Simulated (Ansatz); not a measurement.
Reaction (redistribution): `NCB(O)O` + `[NH2][Ge][F]` → `NCB(N)O` + `[OH][Ge][F]`

Gas-phase electronic energies from Ansatz, PBE0-D4/def2-TZVP geometries. CCSD(T)/CBS adds triple-zeta CCSD(T) − MP2 to the extrapolated MP2 energy (def2 sets, frozen cores). DFT in def2-TZVPP. B3LYP here is the variant with VWN-RPA as its local correlation; programs differ in this. For Ge outer-core shells are correlated without core-valence functions, which leaves a few kJ/mol of doubt a bond. Scalar relativity is left out up to krypton. One conformer a species, not always the lowest.

Question: Is it downhill or uphill in electronic energy at CCSD(T)/CBS, and by how much? (Estimate.)

Answer: The calculation gave: Nearly level: ΔE = +0.4 kcal/mol.

Question: What do these levels give: PBE-D4, PBE0-D4, B3LYP-D4, B2PLYP, PBE, B3LYP, MP2/def2-TZVPP, CCSD(T)/def2-TZVPP, MP2/def2-QZVPP, SCS-MP2/def2-QZVPP, MP2/CBS(def2), CCSD/CBS(def2)? (An estimate is asked.)

Answer: Computed: PBE-D4 -0.5, PBE0-D4 0.2, B3LYP-D4 -0.2, B2PLYP 0.0, PBE -0.4, B3LYP -0.1, MP2/def2-TZVPP 0.3, CCSD(T)/def2-TZVPP 0.7, MP2/def2-QZVPP 0.1, SCS-MP2/def2-QZVPP 0.2, MP2/CBS(def2) 0.0, CCSD/CBS(def2) 0.6 kcal/mol.

Largest T1 diagnostic among the species: 0.015.

In def2-TZVPP, CCSD(T) changes the Hartree–Fock value by −0.8 kcal/mol (the triples alone add −0.1 kcal/mol) and MP2 by −1.2 kcal/mol.
